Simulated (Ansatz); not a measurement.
```yaml
atoms:
  - { symbol: N, position_ang: [0.0000, 0.0000, 0.0000] }
  - { symbol: O, position_ang: [0.0000, 1.1540, 0.4899] }
  - { symbol: O, position_ang: [0.0000, -1.0991, 0.4665] }
```

Basis set: STO-3G (spherical functions). Correlated methods keep 3 orbitals frozen. Correlation on ROHF uses semicanonical orbitals with singles. Charge 0, multiplicity 2.

Computed with Ansatz (development build ahead of 0.2.0); the reference of a correlated method needn't be the lowest determinant of its kind.

The atomization energy at this shape (free ground-state atoms in the same class of orbitals less the molecule, no zero-point energy) of doublet NO₂:

```csv
method,atomization energy
ROHF-CCSD(T),4.90 eV
```

Problem. What does UHF-CCSD(T) give?

Solution. 4.75 eV. Caution: the reference determinant was not shown to be the lowest; the shape is not the minimum. Caution for ROHF-CCSD(T): an unrestricted determinant lies well below; large share of triples, a single reference is doubtful. Caution for UHF-CCSD(T): another reference gives a lower total; the unrestricted determinant is spin contaminated.

This basis has no polarisation functions and is too small for such energies, which can lie far from measured ones in either direction.
